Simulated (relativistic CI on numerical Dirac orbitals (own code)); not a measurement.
Sensitivity of the levels of Zn¹²⁺ to α and to the nuclear radius

These numbers are calculated, not measured: Dirac-Coulomb-Breit CI, orbitals from a KLI potential per configuration, derivatives by finite differences, unscaled Slater integrals, QED left out (own radial code, finite nucleus).

CI space (outside the closed core [Ne]): 3s2.3p6, 3s2.3p5.3d, 3s.3p6.3d, 3s2.3p5.4s, 3p6.3d2, 3p5.3d3, 3p5.3d2.4s. Double excitations out of closed p, d and f shells are left out; levels of such configurations are missing from the list, as are those of other unlisted configurations, and high levels can miss mixing partners.

With x = (α/α₀)² − 1 an excitation energy changes as ω = ω₀ + qx; K = 2q/ω₀ is the relative enhancement. Terms are leading LS components, so labels can repeat. The field-shift factor is F = δν/δ⟨r²⟩ for the transition from the lowest level.

Lowest level 3s2.3p6 1S_0.

```csv
Level,ω₀ (cm⁻¹),q (cm⁻¹),F (GHz/fm²)
3s2.3p5.3d 3P°_0,525147,2613,0.581
3s2.3p5.3d 3P°_1,530590,6929,0.575
3s2.3p5.3d 3P°_2,542017,15970,0.565
3s2.3p5.3d 3F°_4,553449,7600,0.624
3s2.3p5.3d 3F°_3,558623,8225,0.589
3s2.3p5.3d 3F°_2,568167,15820,0.558
3s2.3p5.3d 3D°_3,596200,7603,0.659
3s2.3p5.3d 1D°_2,604192,24050,0.547
3s2.3p5.3d 3D°_1,607716,20610,0.572
3s2.3p5.3d 3D°_2,615635,32230,0.554
3s2.3p5.3d 1F°_3,619713,35920,0.533
3s2.3p5.3d 1P°_1,790054,20540,0.684
3s.3p6.3d 3D_1,1038168,47530,-30.4
3s.3p6.3d 3D_2,1040112,49340,-30.4
3s.3p6.3d 3D_3,1043396,52720,-30.4
3s.3p6.3d 1D_2,1096589,51810,-31
3s2.3p5.4s 3P°_2,1625943,-15760,12.1
3s2.3p5.4s 3P°_1,1633396,-14410,12.1
3s2.3p5.4s 3P°_0,1660188,19390,12
3s2.3p5.4s 1P°_1,1665715,18110,12
3p6.3d2 3F_2,2108602,96940,-61.1
3p6.3d2 3F_3,2112057,100600,-61.1
3p6.3d2 3F_4,2116094,104500,-61.1
```

At this charge energies of transitions that change n are usually good to better than 1 %, and those within a shell (Δn = 0) to a few per cent.

Task: Which transition from the lowest level has the largest |K|?

Result: 3s2.3p5.3d 1F°_3 at 619713 cm⁻¹, K = 0.116.
